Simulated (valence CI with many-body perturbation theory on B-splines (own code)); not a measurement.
Values are calculated unless marked as measured or tabulated.
# Eu³²⁺: input, log and results

Level of theory: valence CI with perturbative core correlation (CI+MBPT): three valence electrons over a frozen Dirac-Fock core [Ar] 3d10, a basis of 6 s, 6 p, 5 d, 3 f, 1 g functions for each j, with the one-electron correlation potential Σ1 (screened to all orders), the two-electron term Σ2, the three-electron term Σ3, Breit, model QED; selected single and double excitations, second order for the rest, scaled by the run's own slope (own B-spline code, finite nucleus).

Command, and the settings that its task file holds:

```sh
python run_cv.py task.json out
```

```
atom Eu  Z=63  mass_number=153  rms_radius_fm=5.1115
core [Ar] 3d10
valence 4s2 4p1
avg = 1
basis = S
breit = 1
cap = 10000
capref = 1200
cscale = 1
de = 0.0
dress = 0
eps = 2e-08
extrap = 1
h = 0.27
hh = 1
l2 = 3
lcore = 1
maxit = 60
n2 = 5
natural = 1
nlev = 21
nno = [3, 3, 3, 2, 1]
nroot = 26
nsp = [3, 3, 2, 1, 0]
pt2 = 1
qed = 1
rpa = 1
s1 = 1
s2 = 1
s3 = 1
screen = 1
tol = 2e-05
whole = 1
```

It took 8.5 s on 1 thread of Arm Neoverse V2 (shared host).

Log. The first blocks belong to the next ion, which gives the ionisation energy. Fields: 2J, parity (1 odd), roots, reference size, generating configurations, candidates as configurations/state functions, variational space P, stored matrix elements, Davidson steps; e2 is the range of second-order energies in hartree. The first line gives the box (bohr), its intervals, the orbitals and the steps of their self-consistent field. Window is the range of levels sought, series limit the energy at which the first omitted orbital would enter, core excitation an estimate of the first excitation out of the core, left out the lowest levels not solved, and shifts from estimates the range by which levels moved from their first estimate, all in cm⁻¹.

```
rmax 3.5 intervals 58 orbitals 36 references ['4s2 4p', '4s 4p2', '4s2 4d', '4p3', '4s 4p 4d'] scf 3 t 0.7
2J=0 par=0 roots 2 ref 15 generators 4 cand 92/92 P 105/105 nnz 0 it 0
2J=0 par=0 roots 2 ref 15 generators 4 cand 2/2 P 106/106 nnz 0 it 0
   second order: generators 8 cand 1/1 e2 -0.00000 -0.00000
reference levels 441, estimated 48, window 1896944 1/cm; series limit 5387545, core excitation 8220974
2J=1 par=1 roots 4 ref 27 generators 10 cand 580/881 P 852/1255 nnz 0 it 0
2J=1 par=1 roots 4 ref 27 generators 13 cand 518/792 P 1015/1491 nnz 0 it 4
   second order: generators 18 cand 510/791 e2 -0.00000 -0.00000
2J=3 par=1 roots 6 ref 45 generators 14 cand 804/1829 P 1098/2217 nnz 0 it 4
2J=3 par=1 roots 6 ref 45 generators 18 cand 733/1668 P 1247/2541 nnz 1e+06 it 4
   second order: generators 25 cand 895/1982 e2 -0.00001 -0.00000
2J=1 par=0 roots 4 ref 38 generators 11 cand 726/1085 P 782/1141 nnz 0 it 0
2J=1 par=0 roots 4 ref 38 generators 14 cand 747/1149 P 990/1437 nnz 0 it 4
   second order: generators 19 cand 539/853 e2 -0.00000 -0.00000
2J=3 par=0 roots 5 ref 59 generators 12 cand 827/1860 P 922/1835 nnz 0 it 4
2J=3 par=0 roots 5 ref 59 generators 16 cand 894/2041 P 1115/2234 nnz 0 it 5
   second order: generators 22 cand 701/1642 e2 -0.00000 -0.00000
2J=5 par=0 roots 4 ref 61 generators 10 cand 864/2240 P 885/1835 nnz 0 it 4
2J=5 par=0 roots 4 ref 61 generators 16 cand 971/2605 P 1086/2323 nnz 0 it 4
   second order: generators 23 cand 965/2551 e2 -0.00001 -0.00000
2J=5 par=1 roots 5 ref 44 generators 9 cand 842/2230 P 1119/2456 nnz 0 it 4
2J=5 par=1 roots 5 ref 44 generators 18 cand 737/1962 P 1269/2871 nnz 1.3e+06 it 5
   second order: generators 24 cand 772/1979 e2 -0.00000 -0.00000
2J=7 par=1 roots 2 ref 34 generators 4 cand 720/1863 P 831/1778 nnz 0 it 3
2J=7 par=1 roots 2 ref 34 generators 13 cand 854/2236 P 996/2181 nnz 0 it 4
   second order: generators 17 cand 689/1833 e2 -0.00001 -0.00000
left out: unestimated 2768795, estimated 2133040, shifts from estimates -2 to 0
operators 1.6
```

The Davidson iterations converged. The settings are bad on purpose, so the numbers may not be properties of the ion.

No measured spectrum was set against this ion. As an estimate, large intervals hold to a few tenths of a per cent, small ones and those within an open d or f shell to about a per cent.

- Valence energy: -152.8139 hartree
- Ionisation energy: 1296.7 eV (NIST: 1296 ± 4 eV (theoretical))
- Reference configurations for the orbitals: 4s2 4p, 4s 4p2, 4s2 4d, 4p3, 4s 4p 4d
- Radial orbitals: 36
- Box radius: 3.473 bohr
- Largest variational space: 2871
- Lowest levels: (4s^2 4p1/2) J=1/2 0.00, (4s^2 4p3/2) J=3/2 40.97, (4s 4p1/2^2) J=1/2 69.70, (4s 4p1/2 4p3/2) J=3/2 [a] 101.28, (4s 4p1/2 4p3/2) J=5/2 107.66, (4s 4p1/2 4p3/2) J=3/2 [b] 117.33, (4s 4p1/2 4p3/2) J=1/2 120.97, (4s 4p3/2^2) J=5/2 145.31, (4s 4p3/2^2) J=3/2 159.60, (4s 4p3/2^2) J=1/2 161.68, (4s^2 4d3/2) J=3/2 169.13, (4s^2 4d5/2) J=5/2 174.01, (4p1/2^2 4p3/2) J=3/2 189.17, (4s 4p1/2 4d3/2) J=3/2 [a] 217.43 eV

Levels are named by their leading jj configuration (3d3/2^4 stands for four electrons in 3d with j = 3/2), which in mixed levels can hold well under half, so a name can repeat and another be missing. Letters in brackets count levels of one name in rising energy.
